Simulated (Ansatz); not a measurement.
Reaction (formal exchange of groups at the Si–B bond): `FB[SiH2]Cl` + `[AlH2][NH][SiH3]` → `[SiH3][NH][AlH][SiH2]Cl` + `BF`

Computed with Ansatz on PBE0-D4/def2-TZVP structures; ΔE is electronic, products minus reactants. CCSD(T)/CBS is the MP2 limit (def2-TZVPP, def2-QZVPP) plus CCSD(T) − MP2 in def2-TZVPP, frozen cores. This one scheme is used for every species. Functionals use def2-TZVPP. One conformer a species, not always the lowest.

`FB[SiH2]Cl`:

Cartesian coordinates in Å:
```
F 1.531 -0.201 1.527
B 0.362 -0.558 1.037
Si -0.355 0.284 -0.669
Cl 0.944 1.685 -1.436
H -0.249 -1.398 1.644
H -0.576 -0.763 -1.702
H -1.657 0.951 -0.401
```

`[AlH2][NH][SiH3]`:

Z-matrix (Å, degrees):
```
Si
N 1 1.727
H 1 1.490 2 112.2
H 1 1.485 2 107.4 3 -119.7
H 1 1.490 2 112.2 3 120.6
Al 2 1.782 1 129.3 3 119.7
H 2 1.012 1 114.6 3 -60.3
H 6 1.583 2 117.4 1 180.0
H 6 1.580 2 118.1 1 0.0
```

`[SiH3][NH][AlH][SiH2]Cl`:

```xyz
12

Si   -1.906   -0.454   -0.272
N    -0.831    0.582   -1.144
Al    0.906    0.862   -0.875
Si    1.930   -0.288    1.041
Cl    0.985    0.422    2.754
H    -1.081   -1.222    0.695
H    -2.605   -1.405   -1.180
H    -2.950    0.302    0.472
H    -1.263    1.104   -1.897
H     1.658    1.860   -1.852
H     3.380    0.004    1.214
H     1.778   -1.768    1.044
```

`BF`:

Z-matrix (Å, degrees):
```
B
F 1 1.317
H 1 1.197 2 117.8
H 1 1.198 2 117.8 3 -180.0
```

CCSD(T)/CBS gives -33.7 kJ/mol.

Q: Another level gave -30.4 kJ/mol. Which?
A. B97M-V/def2-TZVPP
B. BHLYP-D4/def2-TZVPP
C. HF/def2-TZVPP
D. r2SCAN0/def2-TZVPP

A: D. r2SCAN0 -30.4, B97M-V -16.5, BHLYP-D4 -35.2, HF/def2-TZVPP -25.8 kJ/mol.

Largest T1 diagnostic among the species: 0.013.

The D4 term adds −7.6 kJ/mol with B3LYP and −4.8 kJ/mol with PBE0; it sums over pairs of atoms, weighted by their polarisabilities, and B3LYP, whose exchange is more repulsive, gets the larger term. In def2-TZVPP, CCSD(T) changes the Hartree–Fock value by −7.1 kJ/mol (the triples alone add −1.4 kJ/mol) and MP2 by −8.4 kJ/mol.

B3LYP here is the variant with VWN-RPA as its local correlation; programs differ in this.
